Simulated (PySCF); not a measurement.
5-fluorofuran-3-one (C4H3FO2), SMILES O=C1C=C(F)OC1. Atoms are numbered in the order given.

```xyz
10

O     -0.5492     2.3835     0.0000
C     -0.2457     1.2157     0.0000
C     -1.0648     0.0134     0.0000
C     -0.1898    -1.0175     0.0000
F     -0.4369    -2.2897     0.0000
O      1.0985    -0.7334     0.0000
C      1.1988     0.6931     0.0000
H     -2.1487    -0.0484     0.0000
H      1.7477     1.0138     0.8974
H      1.7477     1.0138    -0.8974
```

Geometry optimised at PBE0-D3(BJ)/def2-SVP. The values are those of a single conformer.

Vertical ionisation energy (IE) and electron affinity (EA) in eV. Rows of orbital energies are one-electron estimates. Where ΔSCF, EOM or ADC give a negative EA the extra electron is unbound and the value depends on the basis.

| level | IE | EA |
|---|---|---|
| −ε(HOMO), −ε(LUMO), B3LYP/def2-TZVP (PySCF) | … | … |
| −ε(HOMO), −ε(LUMO), PBE/def2-TZVP (PySCF) | 5.85 | 2.08 |

Question: What belongs in the gaps? (An estimate is asked for; the answer gives what the named calculation found.)

Answer: 
- −ε(HOMO), −ε(LUMO), B3LYP/def2-TZVP (PySCF), IE: 7.27
- −ε(HOMO), −ε(LUMO), B3LYP/def2-TZVP (PySCF), EA: 1.39
